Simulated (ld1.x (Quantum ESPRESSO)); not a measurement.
# Before and after: TM potential for promethium

| Item | Value |
| --- | --- |
| Element | Pm (Z = 61) |
| Generator | ld1.x (Quantum ESPRESSO) 7.5 |
| Type | norm-conserving Troullier–Martins (Kleinman–Bylander form) |
| Functional | PBEsol |
| Relativity | scalar-relativistic |
| Frozen core | [Kr] 4d10 |
| Valence charge | 15 |
| Reference configuration | 4f5 5s2 5p6 5d0 6s1.75 6p0.25 |
| Partial waves | 5s (bound): rc 1.95 bohr; 5p (bound): rc 1.90 bohr; 5d (bound, empty): rc 2.40 bohr; 4f (bound): rc 0.80 bohr |
| Local potential | all-electron potential smoothed inside 2.15 bohr (lloc = -1) |
| Core correction | none |

Occupied shells without a wave of their own: 6p, 6s. They enter only through the test configuration that unscreens the potential.

Change: local potential all-electron potential smoothed inside 2.44 bohr (lloc = -1).

Cutoffs: the cutoffs (Ry, on a coarse ladder) from which the occupation-weighted sum of valence levels, in a spherical-Bessel basis at the reference potential, stays within 10 and 1 mRy of its value at 400 Ry; they do not see the model core or the augmentation charge, which bear on the density cutoff. Errors are all-electron minus pseudo energies relative to the spin-unpolarised reference configuration.

Q: What does the change do?

A: A bound ghost appears in p, which as a rule spoils a file; the miss of the reference levels goes from 0.01 to 0.21 eV; of the 7 tests that both files solve, the error grows in 6 and shrinks in 1 by more than 15 % and 0.3 meV (median size 39.5 → 143.6 meV). In the separable form a ghost depends on how the local part lies against the semilocal potential of the channel, so the choice of the local part can create or remove one.

| quantity | base | changed |
| --- | --- | --- |
| cutoff, loose | over 300 Ry | over 300 Ry |
| cutoff, tight | over 300 Ry | over 300 Ry |
| bound ghosts | none | p |
| largest miss of a reference level, eV | 0.01 | 0.21 |
| error for 4f5 5s2 5p6 5d0 6s2 6p0, meV [ΔE -0.59 eV] | -3.2 | -39 |
| error for 4f5 5s2 5p6 5d0 6s1 6p0, meV [ΔE 5.30 eV] | +13 | +231 |
| error for 4f5 5s2 5p6 5d0 6s0 6p0, meV [ΔE 16.14 eV] | +40 | +692 |
| error for 4f5 5s2 5p5 5d0 6s2 6p0, meV [ΔE 26.94 eV] | -50 | -144 |
| error for 4f4 5s2 5p6 5d1 6s1 6p0, meV [ΔE 8.25 eV] | -182 | -137 |
| error for 4f5 5s2 5p6 5d0.5 6s1.5 6p0, meV [ΔE 0.31 eV] | +2.0 | +57 |
| error for 4f5 5s1 5p6 5d0 6s2 6p0, meV [ΔE 46.67 eV] | -42 | -188 |

Changed file: The 6p, 6s levels have no wave, so the channel is fitted at the deeper level alone: the likely source of the large errors. A true bound ghost makes a file unfit for plane-wave use even where its test errors are small: the radial tests pick states by their node count and pass the ghost by.
